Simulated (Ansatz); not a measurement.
Ansatz (an electronic-structure program) input (PBE/6-31G*):

Ansatz 0.2 input:
```yaml
crystal:
  periodic: [false, false, false]
  atoms:
    - {symbol: C, position_ang: [-1.97147400, 0.00614500, -0.66257300]}
    - {symbol: C, position_ang: [-0.75363000, -0.06505600, -1.11008600]}
    - {symbol: C, position_ang: [0.64181400, -0.07852400, -0.75701300]}
    - {symbol: Cl, position_ang: [0.89330900, 0.05834200, 1.07721600]}
    - {symbol: H, position_ang: [-2.83343500, -0.02014300, -1.32057000]}
    - {symbol: H, position_ang: [-2.16927000, 0.09607000, 0.40617000]}
    - {symbol: H, position_ang: [1.18428200, 0.76444300, -1.17982500]}
    - {symbol: H, position_ang: [1.13190700, -1.00756900, -1.04042000]}
basis:
  gaussian:
    orbitals: 6-31G*
hamiltonian:
  xc: {name: PBE}
magnetization: {spin_polarized: true, initial_magnetization: 1}
relax: {f_tol: 0.003, max_steps: 120}
```

Output:

```
Functional definition: PBE
integrals: 0.02 GiB planned
896 factors; their error is unknown
mean field: 0.20 GiB planned
mean field evaluation 1: about -15680.3189 eV, gradient 3.3e1 eV
mean field evaluation 2: about -15675.0070 eV, gradient 4.4e1 eV
mean field evaluation 4: about -15686.2122 eV, gradient 2.0e0 eV
mean field evaluation 8: about -15686.2400 eV, gradient 1.3e-1 eV
mean field evaluation 16: about -15686.1823 eV, gradient 6.0e-4 eV
mean field -15686.18232359 eV, -576.4565679157 hartree, gradient 3.0e-5 eV, S^2 0.757423; 0 other end points of the search recorded, 0 dependent functions left out
the calculation of the forces begins
reference -15686.18234593 eV, -576.4565687366 hartree; 20, 19 occupied and 52, 53 virtual orbitals, 896 factors
relax step   1: F+E_penalty+E_count = -15686.18232359 eV  Δ(F+E_penalty+E_count) = +0.000e0 eV  max|allowed force component| = 7.354e-1 eV/Å  Δτ_max = 0.0000 Å  (33 SCF iters, accepted)
these checks for a lower state are left out or cut short: starts, cluster_reference, orbital_swaps, neighbouring_geometries, increment
integrals: 0.02 GiB planned
896 factors; their error is unknown
mean field: 0.20 GiB planned
mean field -15686.20569548 eV, -576.4574268167 hartree, gradient 1.4e-5 eV, S^2 0.757841; 0 other end points of the search recorded, 0 dependent functions left out
the calculation of the forces begins
reference -15686.20571789 eV, -576.4574276404 hartree; 20, 19 occupied and 52, 53 virtual orbitals, 896 factors
relax step   2: F+E_penalty+E_count = -15686.20569548 eV  Δ(F+E_penalty+E_count) = -2.337e-2 eV  max|allowed force component| = 1.408e-1 eV/Å  Δτ_max = 0.0299 Å  (36 SCF iters, accepted)
these checks for a lower state are left out or cut short: starts, cluster_reference, orbital_swaps, neighbouring_geometries, increment
integrals: 0.02 GiB planned
896 factors; their error is unknown
mean field: 0.20 GiB planned
mean field evaluation 32: about -15686.2079 eV, gradient 1.7e-4 eV
mean field -15686.20789293 eV, -576.4575075718 hartree, gradient 2.5e-5 eV, S^2 0.757936; 0 other end points of the search recorded, 0 dependent functions left out
the calculation of the forces begins
reference -15686.20791538 eV, -576.4575083965 hartree; 20, 19 occupied and 52, 53 virtual orbitals, 896 factors
relax step   3: F+E_penalty+E_count = -15686.20789293 eV  Δ(F+E_penalty+E_count) = -2.197e-3 eV  max|allowed force component| = 1.160e-1 eV/Å  Δτ_max = 0.0131 Å  (36 SCF iters, accepted)
these checks for a lower state are left out or cut short: starts, cluster_reference, orbital_swaps, neighbouring_geometries, increment
integrals: 0.02 GiB planned
896 factors; their error is unknown
mean field: 0.20 GiB planned
mean field -15686.20837797 eV, -576.4575253964 hartree, gradient 2.5e-5 eV, S^2 0.757935; 0 other end points of the search recorded, 0 dependent functions left out
the calculation of the forces begins
reference -15686.20840042 eV, -576.4575262215 hartree; 20, 19 occupied and 52, 53 virtual orbitals, 896 factors
relax step   4: F+E_penalty+E_count = -15686.20837797 eV  Δ(F+E_penalty+E_count) = -4.850e-4 eV  max|allowed force component| = 8.442e-2 eV/Å  Δτ_max = 0.0064 Å  (35 SCF iters, accepted)
these checks for a lower state are left out or cut short: starts, cluster_reference, orbital_swaps, neighbouring_geometries, increment
integrals: 0.02 GiB planned
896 factors; their error is unknown
mean field: 0.20 GiB planned
mean field -15686.20907420 eV, -576.4575509825 hartree, gradient 1.9e-5 eV, S^2 0.757851; 0 other end points of the search recorded, 0 dependent functions left out
the calculation of the forces begins
reference -15686.20909666 eV, -576.4575518078 hartree; 20, 19 occupied and 52, 53 virtual orbitals, 896 factors
relax step   5: F+E_penalty+E_count = -15686.20907420 eV  Δ(F+E_penalty+E_count) = -6.962e-4 eV  max|allowed force component| = 2.909e-2 eV/Å  Δτ_max = 0.0262 Å  (35 SCF iters, accepted)
these checks for a lower state are left out or cut short: starts, cluster_reference, orbital_swaps, neighbouring_geometries, increment
integrals: 0.02 GiB planned
896 factors; their error is unknown
mean field: 0.20 GiB planned
mean field -15686.20885627 eV, -576.4575429737 hartree, gradient 8.0e-6 eV, S^2 0.757859; 0 other end points of the search recorded, 0 dependent functions left out
the calculation of the forces begins
reference -15686.20887872 eV, -576.4575437988 hartree; 20, 19 occupied and 52, 53 virtual orbitals, 896 factors
relax step   6: F+E_penalty+E_count = -15686.20885627 eV  Δ(F+E_penalty+E_count) = +2.179e-4 eV  max|allowed force component| = 1.556e-1 eV/Å  Δτ_max = 0.0037 Å  (30 SCF iters, rejected (line search))
these checks for a lower state are left out or cut short: starts, cluster_reference, orbital_swaps, neighbouring_geometries, increment
integrals: 0.02 GiB planned
896 factors; their error is unknown
mean field: 0.20 GiB planned
mean field -15686.20914611 eV, -576.4575536250 hartree, gradient 9.9e-6 eV, S^2 0.757857; 0 other end points of the search recorded, 0 dependent functions left out
the calculation of the forces begins
reference -15686.20916856 eV, -576.4575544503 hartree; 20, 19 occupied and 52, 53 virtual orbitals, 896 factors
relax step   7: F+E_penalty+E_count = -15686.20914611 eV  Δ(F+E_penalty+E_count) = -7.190e-5 eV  max|allowed force component| = 8.034e-3 eV/Å  Δτ_max = 0.0018 Å  (28 SCF iters, accepted)
these checks for a lower state are left out or cut short: starts, cluster_reference, orbital_swaps, neighbouring_geometries, increment
integrals: 0.02 GiB planned
896 factors; their error is unknown
mean field: 0.20 GiB planned
mean field evaluation 64: about -15686.2638 eV, gradient 2.0e-1 eV
mean field -15686.20915295 eV, -576.4575538764 hartree, gradient 2.2e-5 eV, S^2 0.757862; 0 other end points of the search recorded, 0 dependent functions left out
the calculation of the forces begins
reference -15686.20917540 eV, -576.4575547016 hartree; 20, 19 occupied and 52, 53 virtual orbitals, 896 factors
relax step   8: F+E_penalty+E_count = -15686.20915295 eV  Δ(F+E_penalty+E_count) = -6.841e-6 eV  max|allowed force component| = 4.252e-3 eV/Å  Δτ_max = 0.0012 Å  (26 SCF iters, accepted)
these checks for a lower state are left out or cut short: starts, cluster_reference, orbital_swaps, neighbouring_geometries, increment
integrals: 0.02 GiB planned
896 factors; their error is unknown
mean field: 0.20 GiB planned
mean field -15686.20915284 eV, -576.4575538725 hartree, gradient 6.4e-5 eV, S^2 0.757857; 0 other end points of the search recorded, 0 dependent functions left out
the calculation of the forces begins
reference -15686.20917530 eV, -576.4575546978 hartree; 20, 19 occupied and 52, 53 virtual orbitals, 896 factors
relax step   9: F+E_penalty+E_count = -15686.20915284 eV  Δ(F+E_penalty+E_count) = +1.045e-7 eV  max|allowed force component| = 1.005e-2 eV/Å  Δτ_max = 0.0006 Å  (23 SCF iters, rejected (line search))
these checks for a lower state are left out or cut short: starts, cluster_reference, orbital_swaps, neighbouring_geometries, increment
integrals: 0.02 GiB planned
896 factors; their error is unknown
mean field: 0.20 GiB planned
mean field -15686.20915366 eV, -576.4575539027 hartree, gradient 2.8e-5 eV, S^2 0.757862; 0 other end points of the search recorded, 0 dependent functions left out
the calculation of the forces begins
reference -15686.20917612 eV, -576.4575547280 hartree; 20, 19 occupied and 52, 53 virtual orbitals, 896 factors
relax step  10: F+E_penalty+E_count = -15686.20915366 eV  Δ(F+E_penalty+E_count) = -7.164e-7 eV  max|allowed force component| = 4.714e-4 eV/Å  Δτ_max = 0.0003 Å  (23 SCF iters, accepted)
integrals: 0.02 GiB planned
896 factors; their error is unknown
mean field: 0.20 GiB planned
mean field evaluation 96: about -15686.2092 eV, gradient 2.3e-5 eV
mean field -15686.20915366 eV, -576.4575539027 hartree, gradient 2.8e-5 eV, S^2 0.757862; 1 other end points of the search recorded, 0 dependent functions left out
the calculation of the forces begins
reference -15686.20917612 eV, -576.4575547280 hartree; 20, 19 occupied and 52, 53 virtual orbitals, 896 factors
Total energy: -15686.20917612 eV, -576.4575547280 hartree
Atom 0 at    -1.996490     0.006786    -0.663728 Å, force     0.000437     0.000051     0.000059 eV/Å
Atom 1 at    -0.752390    -0.062779    -1.080549 Å, force    -0.000450     0.000066    -0.000026 eV/Å
Atom 2 at     0.650280    -0.078614    -0.754988 Å, force     0.000108    -0.000059     0.000345 eV/Å
Atom 3 at     0.964947     0.057856     1.097930 Å, force     0.000108     0.000009    -0.000048 eV/Å
Atom 4 at    -2.850198    -0.022118    -1.352166 Å, force     0.000141    -0.000051    -0.000044 eV/Å
Atom 5 at    -2.233151     0.098214     0.409457 Å, force    -0.000471     0.000001     0.000048 eV/Å
Atom 6 at     1.196706     0.772311    -1.191952 Å, force     0.000053     0.000066    -0.000162 eV/Å
Atom 7 at     1.143799    -1.017948    -1.051104 Å, force     0.000075    -0.000083    -0.000171 eV/Å
Dipole moment:    -0.117960    -0.025491    -0.368411 e Å
```

The geometry given is a B3LYP-D3(BJ)/def2-TZVP minimum.
